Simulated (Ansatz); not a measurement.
FH3Si (SMILES F[SiH3]) moved off its minimum; all values from Ansatz (a program for electronic structure), cores frozen in correlated methods.
(charge 0, multiplicity 1)
```xyz
5

Si    -0.42100     0.04772    -0.13789
F      1.04191     0.01689     0.30523
H     -0.86904     1.38740    -0.53435
H     -0.63336    -1.01526    -1.24171
H     -1.22459    -0.47397     1.10311
```

Forces at r2SCAN/def2-TZVPP (eV/Å):

| atom | Fx | Fy | Fz |
|---|---|---|---|
| Si1 | -3.520 | -1.895 | -0.002 |
| F2 | 2.808 | 0.216 | 0.585 |
| H3 | 0.062 | 0.208 | -0.118 |
| H4 | 0.179 | 0.881 | 0.544 |
| H5 | 0.470 | 0.590 | -1.009 |

**Question.** Give the forces (eV/Å), the total energy and the dipole at CCSD(T)/aug-cc-pV(T+d)Z.

**Answer.** 
```
atom      Fx      Fy      Fz
----  ------  ------  ------
Si1   -3.691  -1.905  -0.040
F2     2.893   0.217   0.607
H3     0.094   0.131  -0.097
H4     0.195   0.939   0.593
H5     0.509   0.618  -1.063
```
Energy -390.6500 hartree, dipole 0.95 D.
